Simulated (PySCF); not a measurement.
C2H6OSn, SMILES [OH][SnH2][CH]=C. The structure is a stationary point at PBE0-D3(BJ)/def2-SVP. The structure was generated by enumeration; whether it is a known compound was not checked. The def2 effective core potentials stand for the cores of Sn; spin–orbit coupling is left out. Other conformers were not sampled.

Task: Give the equilibrium geometry at PBE0-D3(BJ)/def2-SVP (PySCF confirms it by a frequency run) as bond lengths and angles. (The exact figures need the calculation; the answer reports its results.)

Result: Several could match; the one computed here: 
Atoms: Sn1 O2 C3 C4 H5 H6 H7 H8 H9 H10. Bond lengths (Å): Sn1–O2 1.996, Sn1–C3 2.136, Sn1–H5 1.709, Sn1–H6 1.719, O2–H7 0.963, C3–C4 1.336, C3–H8 1.097, C4–H9 1.096, C4–H10 1.097. Angles (°): O2–Sn1–C3 110.4, O2–Sn1–H5 102.7, O2–Sn1–H6 108.1, C3–Sn1–H5 109.8, C3–Sn1–H6 111.7, H5–Sn1–H6 113.8, Sn1–O2–H7 112.4, Sn1–C3–C4 121.4, Sn1–C3–H8 119.6, C4–C3–H8 119.0, C3–C4–H9 122.2, C3–C4–H10 122.0, H9–C4–H10 115.8.
Charge 0, spin multiplicity 1.
